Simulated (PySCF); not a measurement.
Electron correlation in Pd⁺ (palladium, charge +1)

Starting occupation: [Kr] 4d8 5s1, 4d3/2 with m_j = -1/2, +1/2, +3/2, 4d5/2 with m_j = -3/2, -1/2, +1/2, +3/2, +5/2, 5s1/2 with m_j = +1/2. Computed with PySCF 2.14 in x2c-TZVPall-2c with one added diffuse shell each of s, p, d type (9s10p8d1f, 86 functions), with X2C-1e with screened-nucleus spin-orbit coupling, Gaussian nucleus. Frozen: [Ar] 3d10; 17 electrons correlated; the 6 highest virtual spinors left out.

MP2 pair energies summed by pair of shells (mhartree):

```tsv
pair	energy	share (%)
4d-4d	-165.73	38.5
4d-4p	-139.96	32.5
4p-4p	-45.37	10.5
4d-5s	-26.02	6.0
4d-4s	-21.08	4.9
4p-4s	-20.41	4.7
4p-5s	-7.81	1.8
4s-4s	-3.41	0.8
4s-5s	-0.54	0.1
```

Total MP2 correlation energy: -430.34 mhartree.

The GHF reference relaxed away from the jj start to a determinant that is no pure jj level (⟨S²⟩ = 3.75, ⟨J²⟩ = 24.76); the energies belong to that determinant.

This basis was not built for core-valence correlation, so the inner-shell part is incomplete.
